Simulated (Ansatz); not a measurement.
Geometry optimisation, DFT PBE-D3(BJ), scalar-relativistic, plane waves, PAW (Ansatz).

Input:

```yaml
crystal:
  lattice:
    - [7.6, 0.0, 0.0]
    - [0.0, 5.374012, 0.0]
    - [0.0, 0.0, 17.030509]
  atoms:
    - { symbol: Rh, position: [0.25, 0.25, 0.0587182] }
    - { symbol: Rh, position: [0.75, 0.25, 0.0587182] }
    - { symbol: Rh, position: [0.25, 0.75, 0.0587182] }
    - { symbol: Rh, position: [0.75, 0.75, 0.0587182] }
    - { symbol: Rh, position: [0.0, 0.0, 0.1376062] }
    - { symbol: Rh, position: [0.5, 0.0, 0.1376062] }
    - { symbol: Rh, position: [0.0, 0.5, 0.1376062] }
    - { symbol: Rh, position: [0.5, 0.5, 0.1376062] }
    - { symbol: Rh, position: [0.25, 0.25, 0.2164942] }
    - { symbol: Rh, position: [0.75, 0.25, 0.2164942] }
    - { symbol: Rh, position: [0.25, 0.75, 0.2164942] }
    - { symbol: Rh, position: [0.75, 0.75, 0.2164942] }
    - { symbol: Rh, position: [0.0, 0.0, 0.2953822] }
    - { symbol: Rh, position: [0.5, 0.0, 0.2953822] }
    - { symbol: Rh, position: [0.0, 0.5, 0.2953822] }
    - { symbol: Rh, position: [0.5, 0.5, 0.2953822] }
    - { symbol: Se, position: [0.2570579, 0.7292402, 0.3846338] }
basis:
  ecutwfc: 420.0
kpoints:
  mp_grid: { grid: [2, 3, 1] }
hamiltonian:
  xc: pbe
  dispersion: d3bj
scf:
  occupations: { method: gaussian, width: 0.05 }
  lower_state_search: "off"
relax:
  f_tol: 0.03
  max_steps: 60
  adjacent_minimum: "off"
  constraints: [{ sites: [0, 1, 2, 3] }]
```

Run as:

```bash
$ ansatz run input.yaml --threads 4 --pin off --max-ram 10240MiB --backend cpu --events-out ev --progress --plain --runs-dir out
```

Q: Where does it end, and by what steps?

A: It converged. Limits of this set-up: coarse k mesh, thin slab, slab without dipole correction. After 7 steps the energy has fallen by 0.806 eV; Se17 moved furthest, 0.56 Å.

```json
{"step": "0", "energy less start (eV)": "0.0000", "largest force component (eV/Å)": "2.099", "accepted": "yes"}
{"step": "1", "energy less start (eV)": "-0.4319", "largest force component (eV/Å)": "1.357", "accepted": "yes"}
{"step": "2", "energy less start (eV)": "-0.7009", "largest force component (eV/Å)": "0.492", "accepted": "yes"}
{"step": "3", "energy less start (eV)": "-0.7941", "largest force component (eV/Å)": "0.185", "accepted": "yes"}
{"step": "4", "energy less start (eV)": "-0.8030", "largest force component (eV/Å)": "0.059", "accepted": "yes"}
{"step": "5", "energy less start (eV)": "-0.8046", "largest force component (eV/Å)": "0.073", "accepted": "yes"}
{"step": "6", "energy less start (eV)": "-0.7998", "largest force component (eV/Å)": "0.321", "accepted": "no"}
{"step": "7", "energy less start (eV)": "-0.8059", "largest force component (eV/Å)": "0.011", "accepted": "yes"}
```

```xyz
17
Lattice="7.6000 0.0000 0.0000 0.0000 5.3740 0.0000 0.0000 0.0000 17.0305" Properties=species:S:1:pos:R:3
Rh 1.900 1.344 1.000
Rh 5.700 1.344 1.000
Rh 1.900 4.031 1.000
Rh 5.700 4.031 1.000
Rh -0.011 0.007 2.201
Rh 3.810 0.007 2.202
Rh -0.011 2.681 2.200
Rh 3.811 2.681 2.201
Rh 1.900 1.345 3.676
Rh 5.700 1.343 3.632
Rh 1.900 4.031 3.525
Rh 5.700 4.031 3.684
Rh -0.003 0.013 4.885
Rh 3.804 0.014 4.885
Rh -0.003 2.675 4.886
Rh 3.805 2.674 4.885
Se 1.901 4.027 6.008
```

Whether the end is a true minimum wasn't checked by a vibrational analysis.

Run time: 96 s on 4 threads of Arm Neoverse V2, on a shared host, peak memory 1.9 GiB.
